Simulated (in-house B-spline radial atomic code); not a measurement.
Configurations of Sc, with energies counted from [Ar] 3d1 4s2. Method: scalar-relativistic (X2C) BP86, spin-polarised, spherical fractional occupations, Fermi nucleus of rms radius 3.5459 fm. Calculated with a B-spline radial code for spherical atoms. Shells without spins written out take the highest spin.

Occupations are held fixed; configurations that lie above the ionisation limit could autoionise.

```csv
configuration,E - E(ref) (eV),highest orbital,its <r> (bohr)
[Ar] 3d2 4s1,0.78513,3d up,2.309
"[Ar] 4s2 4p(1 up, 0 down)",3.5301,4p up,4.262
"[Ar] 3d(1 up, 0 down) 4s(1 up, 0 down) 5f(0 up, 1 down)",5.8594,5f down,26.83
[Ne] 3s2 3p5 3d1 4s2 4p1,34.067,4p up,4.15
[Ne] 3s2 3p5 3d1 4s2 5d1,38.134,5d up,16.28
[Ne] 3s2 3p5 3d1 4s2 4f1,38.353,4f up,16.49
[Ne] 3s2 3p5 3d1 4s2 5f1,38.635,5f up,27.18
```

Task: Order these further configurations by energy, lowest first.
A. [Ne] 3s2 3p5 3d1 4s2 5s1
B. [Ar] 3d(0 up, 1 down) 4s(0 up, 1 down) 4p(1 up, 0 down)
C. [Ar] 3d(0 up, 2 down) 4s(1 up, 0 down)
D. [Ar] 3d1 4s1 5d1
E. [Ne] 3s2 3p5 3d1 4s2 5p1

Result: C (1.4781 eV), B (2.6571 eV), D (5.4438 eV), A (36.733 eV), E (37.377 eV).

Task: How far above the reference does [Ne] 3s2 3p5 3d1 4s2 4d1 lie?

Result: 37.445 eV; its least bound orbital is 4d up with <r> = 8.281 bohr.

Task: How far above the reference does [Ar] 3d1 4s1 4f1 lie?

Result: 5.5855 eV; its least bound orbital is 4f up with <r> = 16.57 bohr.
